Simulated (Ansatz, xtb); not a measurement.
Relative energy of two structures of Al2H7NSi

Structure X is a singlet given by its coordinates and structure Y is `[AlH2][N]([AlH2])[SiH3]`, a singlet. Both are isolated molecules in the gas phase, relaxed with PBE-D3(BJ)/def2-SVP; the shapes shown needn't be the lowest conformers.

X (Å):

```xyz
11

Al    0.3099   -1.4799    1.9863
Al   -2.1771   -1.5707    1.0977
N    -0.6332   -1.0590    0.3967
Si   -0.1100   -0.4125   -1.1414
H     0.6483   -0.2819    2.9926
H     1.0808   -2.8815    2.0477
H    -1.5382   -2.0029    2.5788
H    -3.7103   -1.6911    0.7276
H    -1.2852   -0.2675   -2.0761
H     0.5299    0.9434   -0.9777
H     0.9046   -1.3139   -1.7991
```

Close contacts (Å): Al1–Al2 2.64, Al1–N3 1.90, Al2–N3 1.77, N3–Si4 1.75, Al1–H5 1.60, Al1–H6 1.60, Al1–H7 2.01, Al2–H7 1.67, Al2–H8 1.58, Si4–H9 1.51, Si4–H10 1.51, Si4–H11 1.51.

Y (Å):

```json
{"atom": "Al", "x (Å)": "0.7755", "y (Å)": "-1.3544", "z (Å)": "1.8630"}
{"atom": "Al", "x (Å)": "-2.3228", "y (Å)": "-1.2822", "z (Å)": "1.2321"}
{"atom": "N", "x (Å)": "-0.5942", "y (Å)": "-1.1261", "z (Å)": "0.6798"}
{"atom": "Si", "x (Å)": "-0.2015", "y (Å)": "-0.7512", "z (Å)": "-1.0083"}
{"atom": "H", "x (Å)": "0.4282", "y (Å)": "-1.6901", "z (Å)": "3.3830"}
{"atom": "H", "x (Å)": "2.2638", "y (Å)": "-1.2027", "z (Å)": "1.3004"}
{"atom": "H", "x (Å)": "-2.5733", "y (Å)": "-1.6231", "z (Å)": "2.7715"}
{"atom": "H", "x (Å)": "-3.4942", "y (Å)": "-1.0744", "z (Å)": "0.1672"}
{"atom": "H", "x (Å)": "-1.4701", "y (Å)": "-0.5930", "z (Å)": "-1.8039"}
{"atom": "H", "x (Å)": "0.5889", "y (Å)": "0.5278", "z (Å)": "-1.1153"}
{"atom": "H", "x (Å)": "0.6193", "y (Å)": "-1.8483", "z (Å)": "-1.6365"}
```

Q: Estimate which is lower in electronic energy at CCSD(T)/def2-SVP + ΔMP2/def2-TZVPP, and by roughly how much.

A: The CCSD(T)/def2-SVP + ΔMP2/def2-TZVPP calculation puts structure Y lower, by 0.108 eV.

The same difference at several levels:

| level | geometry | E(Y) − E(X) (eV) | departure from the last row (eV) | job, with rough time for the two |
| --- | --- | --- | --- | --- |
| PBE-D3(BJ)/def2-SVP | PBE-D3(BJ)/def2-SVP | −0.066 | +0.042 | optimisation, 21 s |
| HF/def2-SVP | PBE-D3(BJ)/def2-SVP | −0.266 | −0.158 | part of the CCSD(T) run |
| MP2/def2-SVP | PBE-D3(BJ)/def2-SVP | −0.141 | −0.033 | part of the CCSD(T) run |
| CCSD(T)/def2-SVP | PBE-D3(BJ)/def2-SVP | −0.135 | −0.027 | single point |
| CCSD(T)/def2-SVP + ΔMP2/def2-TZVPP | PBE-D3(BJ)/def2-SVP | −0.108 |  | single point, 12 s |

The levels shown agree on the order. The largest departure from CCSD(T)/def2-SVP + ΔMP2/def2-TZVPP is that of HF/def2-SVP, 0.158 eV. Levels run at GFN2-xTB geometries aren't shown. The last row adds to CCSD(T) the change of the MP2 difference between the two basis sets, here +0.027 eV.

With harmonic frequencies from PBE-D3(BJ)/def2-SVP (ideal gas, rigid rotor, one conformer each, 298.15 K, 1 atm): on the last row, ΔE + ΔZPE = −0.133 eV. A mode under 50 cm⁻¹ makes harmonic enthalpies and free energies unreliable, so none is given.

The correlated steps freeze 16 core orbitals. Codes used: Ansatz 0.2.0; the last row on 2 threads of Intel(R) Xeon(R) 6975P-C (Granite Rapids) on a shared host.
